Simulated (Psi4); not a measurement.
F$_{2}$Sn, singlet, geometry from GFN2-xTB (such geometries of metal compounds can be far from the true shape) (all electrons, no relativity), atoms displaced at random by about 0.1 Å a coordinate; Psi4 with HF/STO-3G.

Psi4 was given this input:
```
memory 2 GB

molecule mol {
0 1
Sn    0.007695    0.039474    0.382229
F     0.931344    1.459035   -0.928471
F    -0.817652   -1.261326   -0.959877
}

set {
  basis sto-3g
  reference rhf
  scf_type pk
  intrafrag_step_limit 0.05
}

optimize('scf')
print_variables()
```

It wrote (shortened):

```
gradient() will perform analytic gradient computation.

   => Loading Basis Set <=

    Name: STO-3G
    Role: ORBITAL
    Keyword: BASIS

         ---------------------------------------------------------
                                   SCF
               by Justin Turney, Rob Parrish, Andy Simmonett
                          and Daniel G. A. Smith
                              RHF Reference
         ---------------------------------------------------------

  ==> Geometry <==

    Molecular point group: cs
    Full point group: Cs

    Geometry (in Angstrom), charge = 0, multiplicity = 1:

       Center              X                  Y                   Z               Mass
    ------------   -----------------  -----------------  -----------------  -----------------
         SN           0.018416044030    -0.319193245968     0.000000000000   119.902201630000
         F           -1.675159405964     0.991538455449     0.000000000000    18.998403162730
         F            1.558932573344     1.022945215055     0.000000000000    18.998403162730

  Running in cs symmetry.

  Rotational constants: A =      0.33253  B =      0.16925  C =      0.11216 [cm^-1]
  Rotational constants: A =   9968.88215  B =   5073.90956  C =   3362.48799 [MHz]
  Nuclear repulsion =  240.997664311169302

  Charge       = 0
  Multiplicity = 1
  Electrons    = 68
  Nalpha       = 34
  Nbeta        = 34

  ==> Algorithm <==

  SCF Algorithm Type is PK.
  DIIS enabled.
  MOM disabled.
  Fractional occupation disabled.
  Guess Type is SAD.
  Energy threshold   = 1.00e-08
  Density threshold  = 1.00e-08
  Integral threshold = 1.00e-12

  ==> Primary Basis <==

  Basis Set: STO-3G
    Blend: STO-3G
    Number of shells: 17
    Number of basis functions: 37
    Number of Cartesian functions: 39
    Spherical Harmonics?: true
    Max angular momentum: 2

  ==> Integral Setup <==

  Using in-core PK algorithm.
   Calculation information:
      Number of atoms:                   3
      Number of AO shells:              17
      Number of primitives:             51
      Number of atomic orbitals:        39
      Number of basis functions:        37

      Integral cutoff                 1.00e-12
      Number of threads:                 1

  Performing in-core PK
  Using 494912 doubles for integral storage.
  We computed 9742 shell quartets total.
  Whereas there are 11781 unique shell quartets.

  ==> DiskJK: Disk-Based J/K Matrices <==

    J tasked:                  Yes
    K tasked:                  Yes
    wK tasked:                  No
    Schwarz Cutoff:          1E-12

  Minimum eigenvalue in the overlap matrix is 3.4515124757E-01.
  Reciprocal condition number of the overlap matrix is 2.0089366047E-01.
    Using symmetric orthogonalization.

  ==> Pre-Iterations <==

  SCF Guess: Superposition of Atomic Densities via on-the-fly atomic UHF (no occupation information).

   -------------------------
    Irrep   Nso     Nmo
   -------------------------
     A'        27      27
     A"        10      10
   -------------------------
    Total      37      37
   -------------------------

  ==> Iterations <==

                        Total Energy        Delta E     RMS |[F,P]|

   @RHF iter SAD: -6155.44651236725713   -6.15545e+03   0.00000e+00
   @RHF iter   1: -6159.26971446847892   -3.82320e+00   9.54296e-03 DIIS/ADIIS
   @RHF iter   2: -6159.30124087156582   -3.15264e-02   1.55059e-03 DIIS/ADIIS
   @RHF iter   3: -6159.30446546077837   -3.22459e-03   6.34175e-04 DIIS/ADIIS
   @RHF iter   4: -6159.30522671064409   -7.61250e-04   3.15992e-04 DIIS/ADIIS
   @RHF iter   5: -6159.30552000888747   -2.93298e-04   4.22906e-05 DIIS
   @RHF iter   6: -6159.30552438482209   -4.37593e-06   8.02836e-06 DIIS
   @RHF iter   7: -6159.30552451721906   -1.32397e-07   1.90828e-06 DIIS
   @RHF iter   8: -6159.30552452508346   -7.86440e-09   7.90335e-07 DIIS
   @RHF iter   9: -6159.30552452660049   -1.51704e-09   2.19323e-07 DIIS
   @RHF iter  10: -6159.30552452672509   -1.24601e-10   2.57723e-08 DIIS
   @RHF iter  11: -6159.30552452671782    7.27596e-12   9.41426e-09 DIIS
  Energy and wave function converged.

  ==> Post-Iterations <==

    Orbital Energies [Eh]
    ---------------------

    Doubly Occupied:

[...]
      25Ap    -0.204724

    Virtual:

[...]
    Final Occupation by Irrep:
             Ap   App
    DOCC [    25,    9 ]
    NA   [    25,    9 ]
    NB   [    25,    9 ]

  @RHF Final Energy: -6159.30552452671782

   => Energetics <=

    Nuclear Repulsion Energy =            240.9976643111693022
    One-Electron Energy =               -9008.9144434456138697
    Two-Electron Energy =                2608.6112546077270054
    Total Energy =                      -6159.3055245267169084

Computation Completed

Properties will be evaluated at   0.000000,   0.000000,   0.000000 [a0]

Properties computed using the SCF density matrix

 Multipole Moments:

 ------------------------------------------------------------------------------------
     Multipole            Electronic (a.u.)      Nuclear  (a.u.)        Total (a.u.)
 ------------------------------------------------------------------------------------

 L = 1.  Multiply by 2.5417464519 to convert [e a0] to [Debye]
 Dipole X            :          0.3374483           -0.2366680            0.1007804
 Dipole Y            :         -4.5924030            4.1020110           -0.4903920
 Dipole Z            :          0.0000000            0.0000000            0.0000000
 Magnitude           :                                                    0.5006406

 ------------------------------------------------------------------------------------

         ------------------------------------------------------------
                                   SCF GRAD
                          Rob Parrish, Justin Turney,
                       Andy Simmonett, and Alex Sokolov
         ------------------------------------------------------------

  ==> Geometry <==

    Molecular point group: cs
[...]
    Total Energy =                      -6159.3119638818434396
  @RHF Final Energy: -6159.32949180374453
    Total Energy =                      -6159.3294918037445314
  @RHF Final Energy: -6159.35904498338368
    Total Energy =                      -6159.3590449833827734
  @RHF Final Energy: -6159.35920587790406
    Total Energy =                      -6159.3592058779040599
  @RHF Final Energy: -6159.35928905806031
    Total Energy =                      -6159.3592890580603125
  @RHF Final Energy: -6159.35930096030370
    Total Energy =                      -6159.3593009603027895
  @RHF Final Energy: -6159.35931616862217
    Total Energy =                      -6159.3593161686221720
  @RHF Final Energy: -6159.35932182837405
[...]
    Total Energy =                      -6159.3593218283740498

Computation Completed

Properties will be evaluated at   0.000000,   0.000000,   0.000000 [a0]

Properties computed using the SCF density matrix

 Multipole Moments:

 ------------------------------------------------------------------------------------
     Multipole            Electronic (a.u.)      Nuclear  (a.u.)        Total (a.u.)
 ------------------------------------------------------------------------------------

 L = 1.  Multiply by 2.5417464519 to convert [e a0] to [Debye]
 Dipole X            :          0.0960361           -0.0845135            0.0115225
 Dipole Y            :         -4.7367381            4.1373321           -0.5994059
 Dipole Z            :          0.0000000            0.0000000            0.0000000
 Magnitude           :                                                    0.5995166

 ------------------------------------------------------------------------------------

         ------------------------------------------------------------
                                   SCF GRAD
                          Rob Parrish, Justin Turney,
                       Andy Simmonett, and Alex Sokolov
         ------------------------------------------------------------

  ==> Geometry <==

    Molecular point group: cs
    Full point group: Cs

    Geometry (in Angstrom), charge = 0, multiplicity = 1:

       Center              X                  Y                   Z               Mass
    ------------   -----------------  -----------------  -----------------  -----------------
         SN           0.006576324005    -0.321941720555     0.000000000000   119.902201630000
         F           -1.304803653907     0.989063575070     0.000000000000    18.998403162730
         F            1.263299337986     1.042766192959     0.000000000000    18.998403162730

  Nuclear repulsion =  273.464606489668881

  ==> Basis Set <==

  Basis Set: STO-3G
    Blend: STO-3G
    Number of shells: 17
    Number of basis functions: 37
    Number of Cartesian functions: 39
    Spherical Harmonics?: true
    Max angular momentum: 2

  ==> DirectJKGrad: Integral-Direct SCF Gradients <==

    Gradient:                    1
    J tasked:                  Yes
    K tasked:                  Yes
    wK tasked:                  No
    Integrals threads:           1
    Schwarz Cutoff:          1E-12

  -Total Gradient:
     Atom            X                  Y                   Z
    ------   -----------------  -----------------  -----------------
       1       -0.000335415457     0.000095643530     0.000000000000
       2        0.000176469917    -0.000221356060     0.000000000000
       3        0.000158945540     0.000125712334     0.000000000000

    			-----------------------------------------

    			 OPTKING 3.0: for geometry optimizations

    			     By R.A. King, Bethel University

    			        with contributions from

    			    A.V. Copan, J. Cayton, A. Heide

    			-----------------------------------------

	                            ===> Fragment 1 <==

	 Z (Atomic Numbers)          Masses                          Geom
	      50.000000            119.902202         0.01242745 -0.60838168  0.00000000
	       9.000000            18.998403         -2.46572155  1.86905928  0.00000000
	       9.000000            18.998403          2.38728976  1.97054252  0.00000000

	 - Coordinate -           - BOHR/RAD -       - ANG/DEG -
	 R(1,2)           =         3.504131           1.854306
	 R(1,3)           =         3.505827           1.855204
	 B(2,1,3)         =         1.529769          87.649328

	        --- Internal Coordinate Step in ANG or DEG, aJ/ANG or AJ/DEG ---
	-------------------------------------------------------------------------------
	           Coordinate      Previous         Force          Change          New
	           ----------      --------        ------          ------        ------
	               R(1,2)       1.85431        0.00232        0.00060       1.85491
	               R(1,3)       1.85520       -0.00165       -0.00044       1.85477
	             B(2,1,3)      87.64933       -0.00001       -0.03296      87.61637
	-------------------------------------------------------------------------------

	                                 ==> Convergence Check <==

	Measures of convergence in internal coordinates in au.

	Criteria marked as inactive (o), active & met (*), and active & unmet ( ).

	----------------------------------------------------------------------------------------------
	   Step    Total Energy     Delta E     Max Force     RMS Force      Max Disp      RMS Disp
	----------------------------------------------------------------------------------------------
	  Convergence Criteria     1.00e-06 *    3.00e-04 *             o    1.20e-03 *             o
	----------------------------------------------------------------------------------------------
	     9   -6159.35932183   -5.66e-06      2.81e-04 *    2.09e-04 o    1.14e-03 *    8.77e-04 o  ~
	----------------------------------------------------------------------------------------------

Next Geometry in Ang
	Fragment 1 (Ang)

	   Sn   0.0069496484  -0.3222199913   0.0000000000
	    F  -1.3046665278   0.9894010039   0.0000000000
	    F   1.2627888875   1.0427070348   0.0000000000

    Final optimized geometry and variables:
    Molecular point group: cs
    Full point group: Cs

    Geometry (in Angstrom), charge = 0, multiplicity = 1:

    SN           0.006576324005    -0.321941720555     0.000000000000
    F           -1.304803653907     0.989063575070     0.000000000000
    F            1.263299337986     1.042766192959     0.000000000000

  Variable Map:
  ----------------------------------------------------------------------------
[...]
  Array Variable Map:
  ----------------------------------------------------------------------------
[...]
Optimizer: Optimization complete!
```
